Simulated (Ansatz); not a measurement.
Consider the cleavage of the Si–Si bond: `[SiH3][SiH2]Br` + silanol → `[SiH3]O[SiH2]Br` + SiH₄.

Gas-phase electronic energies from Ansatz, PBE0-D4/def2-TZVP geometries. CBS: MP2 limit from def2 TZ/QZ plus the TZ coupled-cluster correction, frozen cores. This one scheme is used for every species. DFT in def2-TZVPP. For Br outer-core shells are correlated without core-valence functions, which leaves a few kJ/mol of doubt a bond. Scalar relativity is left out up to krypton. Each species was taken in one conformer, which may not be the lowest.

`[SiH3][SiH2]Br`:

Z-matrix (Å, degrees):
```
Si
Si 1 2.336
H 1 1.486 2 109.3
H 1 1.488 2 109.7 3 119.9
H 1 1.485 2 109.4 3 -120.1
Br 2 2.231 1 108.3 3 60.1
H 2 1.485 1 112.1 3 -58.4
H 2 1.485 1 112.2 3 178.6
```

`O[SiH3]`:

Z-matrix (Å, degrees):
```
Si
O 1 1.648
H 1 1.489 2 111.7
H 1 1.489 2 111.7 3 120.9
H 1 1.481 2 105.9 3 -119.6
H 2 0.957 1 117.9 3 -60.5
```

`[SiH3]O[SiH2]Br`:

```xyz
9

Si   -0.028    0.518    1.487
O    -0.519   -0.281    0.136
Si   -0.214   -0.570   -1.428
Br    1.964   -0.405   -1.830
H     0.052    1.975    1.212
H     1.300    0.018    1.917
H    -1.036    0.259    2.542
H    -0.630   -1.948   -1.756
H    -0.888    0.434   -2.280
```

SiH₄:

Z-matrix (Å, degrees):
```
Si
H 1 1.485
H 1 1.485 2 109.5
H 1 1.485 2 109.5 3 -120.0
H 1 1.485 2 109.5 3 120.0
```

```tsv
level	ΔE (kJ/mol)	difference from CCSD(T)/CBS
BLYP-D4	-115.5	3.2
PBE0-D4	-101.4	17.3
r2SCANh-D4	-114.1	4.6
r2SCAN0-D4	-115.7	3.0
ωB97X-V	-116.4	2.3
ωB97M-V	-121.4	-2.7
revPBE	-89.4	29.3
BLYP	-111.4	7.3
PBE0	-99.7	19.0
MP2/def2-QZVPP	-126.6	-7.9
CCSD(T)/CBS	-118.7	0
```

Largest T1 diagnostic among the species: 0.011.

From PBE to PBE0 (25 % exact exchange), in def2-TZVPP and without D4, ΔE moves by −8.0 kJ/mol. In def2-TZVPP, CCSD(T) changes the Hartree–Fock value by +22.0 kJ/mol (the triples alone add +2.8 kJ/mol) and MP2 by +15.4 kJ/mol. Leaving LDA and LC-ωPBE aside and taking each functional with its dispersion term where it has one, the values, not all of them listed here, spread over 36.8 kJ/mol, from BHLYP-D4 to PBE-D4. LDA lies −5.4 kJ/mol from PBE without D4.
